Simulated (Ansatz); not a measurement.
Bond stretch in GaH, singlet.

RHF/aug-cc-pVDZ (Ansatz, an electronic-structure program); RCCSD(T) = Ansatz with CCSD(T) on RHF/aug-cc-pVDZ, cores with 3d frozen; UKS-CAM-B3LYP = unrestricted CAM-B3LYP/aug-cc-pVDZ run with Ansatz.

Total energies in hartree (comparable only within one method and basis):

```
R / Å          RHF     RCCSD(T)  UKS-CAM-B3LYP
-----  -----------  -----------  -------------
1.24   -1923.70018  -1923.77204    -1925.43707
1.35   -1923.73625  -1923.80836    -1925.47153
1.44   -1923.75325  -1923.82574    -1925.48786
1.50   -1923.76018  -1923.83300    -1925.49457
1.56   -1923.76447  -1923.83765    -1925.49877
1.62   -1923.76667  -1923.84026    -1925.50098
1.68   -1923.76724  -1923.84125    -1925.50162
1.74   -1923.76652  -1923.84098    -1925.50103
1.79   -1923.76514  -1923.83999    -1925.49979
1.82   -1923.76403  -1923.83912    -1925.49878
1.95   -1923.75741  -1923.83363    -1925.49266
2.06   -1923.75025  -1923.82752    -1925.48598
2.26   -1923.73547  -1923.81486    -1925.47214
2.51   -1923.71630  -1923.79871    -1925.45409
2.78   -1923.69658  -1923.78274    -1925.43554
3.00   -1923.68184  -1923.77156    -1925.42382
3.33   -1923.66223  -1923.75842    -1925.41207
3.65   -1923.64593  -1923.75019    -1925.40491
4.17   -1923.62434            —    -1925.39846
4.54   -1923.61200            —    -1925.39619
4.93   -1923.60121            —    -1925.39496
5.92   -1923.58135            —    -1925.39402
6.65   -1923.57154            —    -1925.39390
```

A dash means that the run gave no value there, or that the column was ended at a point which the program doubted or which failed a test of continuity chosen for this set; such a test can also cut sound points.

The restricted form behind RHF keeps the bonding electrons paired and can't separate into open-shell fragments. The T1 diagnostic of CCSD on the restricted reference of RCCSD(T) exceeds 0.045 at 3.00 to 6.65 Å. The unrestricted determinant behind UKS-CAM-B3LYP is spin-contaminated at 2.78 to 6.65 Å (<S²> up to 1.0, against 0.00 for a pure singlet).
